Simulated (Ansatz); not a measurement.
K4H4. The state is a singlet with charge 0. Geometry r2SCAN-D4/def2-SVP.

```xyz
8

K    -1.437    3.131   -2.049
K     1.469   -3.184    1.936
K     1.879    0.210    0.468
K    -1.911   -0.159   -0.360
H    -0.222   -1.663    0.850
H     3.306   -1.586    1.630
H     0.193    1.713   -0.755
H    -3.277    1.538   -1.720
```

Another isomer (singlet) lies 0.56 eV lower at PBE0-D4/def2-TZVP; other spin states weren't run for this one.

Problem. Estimate the orbital energies around the gap (eV) in Ansatz with PBE-D4/def2-TZVP, r2SCAN-D4/def2-TZVP, r2SCANh-D4/def2-TZVP, PBE0-D4/def2-TZVP, ωB97M-V/def2-TZVP.

Solution. 
```csv
orbital,PBE-D4/def2-TZVP,r2SCAN-D4/def2-TZVP,r2SCANh-D4/def2-TZVP,PBE0-D4/def2-TZVP,ωB97M-V/def2-TZVP
HOMO−5,-16.92,-17.47,-18.20,-18.92,-21.44
HOMO−4,-16.89,-17.44,-18.17,-18.88,-21.40
HOMO−3,-4.41,-4.51,-4.93,-5.47,-7.74
HOMO−2,-3.96,-4.09,-4.49,-4.99,-7.14
HOMO−1,-3.51,-3.58,-3.97,-4.49,-6.63
HOMO,-3.34,-3.44,-3.82,-4.32,-6.43
LUMO,-0.97,-0.27,-0.18,-0.50,-0.05
LUMO+1,-0.93,-0.23,-0.14,-0.46,-0.03
LUMO+2,-0.24,0.29,0.43,0.19,0.59
LUMO+3,-0.21,0.45,0.53,0.26,0.70
LUMO+4,-0.19,0.55,0.63,0.34,1.18
LUMO+5,0.26,0.81,0.94,0.79,1.52
```
